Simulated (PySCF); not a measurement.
Isomers C9H10:

A. SMILES C=C1C=CC=CC=C1C
B. SMILES c1cccc(CC=C)c1
C. `C=C(C)c1ccccc1`

Spectrum 1. 13C{1H} NMR (computed): δ 154.2 (C), 148.6 (C), 133.8 (CH), 133.1 (CH), 131.4 (CH), 119.7 (CH2), 24.9 (CH3).

Spectrum 2. 13C{1H} NMR (computed): δ 149.9 (CH), 146.5 (C), 134.4 (CH), 134.3 (CH), 131.5 (CH), 118.6 (CH2), 48.1 (CH2).

Spectrum 3. 13C{1H} NMR (computed): δ 154.6 (C), 149.6 (C), 142.5 (CH), 138.1 (CH), 137.7 (CH), 134.1 (CH), 133.3 (CH), 116.5 (CH2), 29.0 (CH3).

Theory: PBE0/pcSseg-1 with gauge-including orbitals, geometry: GFN2-xTB, in PySCF 2.14 (equivalent nuclei averaged, in vacuum, a single conformation, relativity neglected).

Scale: 13C against TMS (reference shieldings calculated alike). Shifts are as computed. Against solution values, carbons near 30 ppm lie about +3 ppm off and those near 130 ppm about +5 ppm. Of 1211 compounds with measured shifts, 218 miss one by over three times the rms of a fit or turn the order of signals round; such compounds aren't used in these exercises.

Match each spectrum to its structure.

Answers

1–C, 2–B, 3–A.

- Spectrum 1 (C): 7 13C signals; δC 154.2 is a fully substituted alkene carbon; δC 133.8 is an aromatic CH.
- Spectrum 2 (B): 7 13C signals; δC 149.9 is an alkene CH; δC 134.4 is an aromatic CH.
- Spectrum 3 (A): 9 13C signals; δC 154.6 is a fully substituted alkene carbon; δC 149.6 is a fully substituted alkene carbon.
